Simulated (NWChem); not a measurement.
**HNP (+1)**

```xyz
3

N      0.0000     0.0000     1.0969
P      0.0000     0.0000    -0.3898
H      0.0000     0.0000    -1.8314
```
Charge +1, spin multiplicity 1.

Program: NWChem. Structure: optimised with PBE0/def2-SVP, a minimum by its harmonic frequencies.

Static limit.

The structure started from a generated list of species.

Q: Give the polarisability tensor in bohr³ at HF/aug-cc-pVDZ, in the frame of the coordinates, and its isotropic mean.

A: 
```
19.83   0.00   0.00
 0.00  19.83   0.00
 0.00   0.00  35.15
```
Mean (one third of the trace): 24.94 bohr³.
